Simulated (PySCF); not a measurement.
State search for CsC

Unrestricted PBE0; Cs def2-SVPD with ECP46, C def2-SVPD; scalar-relativistic core potentials (PySCF 2.14). Outer shells of the fragments: Cs 6s1; C 2s2 2p2.

Followed along the bond (rough minima from three points):

```
2Ms+1   unpaired  ⟨S²⟩ at the start  R at minimum (Å)  Te (eV)
    4  σ ↑, π ↑↑               3.75              2.83     0.00
    2  σ ↑, π ↑↓               1.76              2.83     0.71
    2  σ ↓, π ↑↑               1.76              2.84     0.71
```

Solutions found at the starting distance of 2.915 Å, counted from the lowest of them; the search is not exhaustive and high or unbound solutions are not listed, so other states can lie among these:

```tsv
2Ms+1	unpaired	term	E (eV)	⟨S²⟩	⟨Lz²⟩	μ (D)
4	σ ↑, π ↑↑	⁴Σ⁻	0.00	3.75	0.00	-9.59
2	σ ↓, π ↑↑	mixed	0.71	1.76	0.00	-9.10
2	σ ↑, π ↑↓	mixed	0.71	1.76	2.01	-9.43
2	π ↑	²Π	1.73	0.92	1.00	-5.72
2	σ ↑	mixed	1.87	0.76	2.00	-9.26
2	π ↑	²Π	1.96	0.76	1.03	-9.67
4	σ ↑↑, π ↑	⁴Π	2.56	3.75	1.01	1.82
4	σ ↑, π ↑↑	mixed	3.68	3.75	2.00	2.16
4	π ↑↑↑	⁴Π	3.69	3.75	1.00	2.59
4	π ↑↑, δ ↑	⁴Δ	4.19	3.75	4.00	0.08
```

A term symbol is given only where ⟨S²⟩ and ⟨Lz²⟩ are close to those of a pure state; real π, δ and φ orbitals otherwise mix terms. A positive dipole means Cs(−)C(+).

Spin–orbit coupling is left out.
